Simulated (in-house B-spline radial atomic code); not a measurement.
Configurations of Sb IV (Sb3+), with energies counted from [Kr] 4d10 5s2. Method: scalar-relativistic (X2C) OLYP, spin-polarised, spherical fractional occupations, Fermi nucleus of rms radius 4.6802 fm. Calculated with a B-spline radial code for spherical atoms. Shells without spins written out take the highest spin.

Occupations are held fixed; configurations that lie above the ionisation limit could autoionise.

```
                                          configuration  E - E(ref) (eV)  highest orbital  its <r> (bohr)
                                      [Kr] 4d10 5s1 6f1            36.04            6f up           9.418
                                       [Kr] 4d9 5s2 5p1           36.253            5p up           2.261
                         [Ar] 3d10 4s2 4p5 4d10 5s2 5d1           119.38            5d up           3.059
                         [Ar] 3d10 4s2 4p5 4d10 5s2 6f1           133.77            6f up           8.912
[Ar] 3d(4 up, 5 down) 4s2 4p6 4d10 4f(0 up, 1 down) 5s2           553.23          4f down           2.864
                          [Ar] 3d9 4s2 4p6 4d10 5s2 5f1           558.65            5f up           5.533
```

Q: Order these further configurations by energy, lowest first.
A. [Kr] 4d10 5s1 5f1
B. [Ar] 3d(4 up, 5 down) 4s2 4p6 4d10 5s2 6p(1 up, 0 down)
C. [Ar] 3d(5 up, 4 down) 4s2 4p6 4d10 5s2 6d(1 up, 0 down)
D. [Ar] 3d10 4s2 4p(2 up, 3 down) 4d10 5s2 5f(1 up, 0 down)
E. [Ar] 3d9 4s2 4p6 4d10 5s2 6f1

A: A (32.795 eV), D (130.36 eV), B (552.34 eV), C (557.12 eV), E (562.13 eV).

Q: How far above the reference does [Ar] 3d10 4s2 4p5 4d10 5s2 6p1 lie?

A: 124.03 eV; its least bound orbital is 6p up with <r> = 4.555 bohr.

Q: How far above the reference does [Kr] 4d10 5s1 6s1 lie?

A: 23.062 eV; its least bound orbital is 6s up with <r> = 4.104 bohr.
